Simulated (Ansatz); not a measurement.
Ansatz (a quantum-chemistry and plane-wave program) input (B3LYP/def2-SVP):

Ansatz 0.2 input:
```yaml
crystal:
  periodic: [false, false, false]
  atoms:
    - {symbol: B, position_ang: [-0.77657967, 0.03230627, -0.00413419]}
    - {symbol: N, position_ang: [0.60979542, -0.02536793, 0.00324630]}
    - {symbol: H, position_ang: [-1.39837774, -0.98543134, -0.02544751]}
    - {symbol: H, position_ang: [-1.31189213, 1.09818051, 0.01101914]}
    - {symbol: H, position_ang: [1.19719081, 0.79223349, 0.02089926]}
    - {symbol: H, position_ang: [1.12740949, -0.88893853, -0.00852404]}
basis:
  gaussian:
    orbitals: def2-SVP
hamiltonian:
  xc: {name: B3LYP}
output: {forces: true}
```

What final total energy does it give?

-81.98302 Eh.
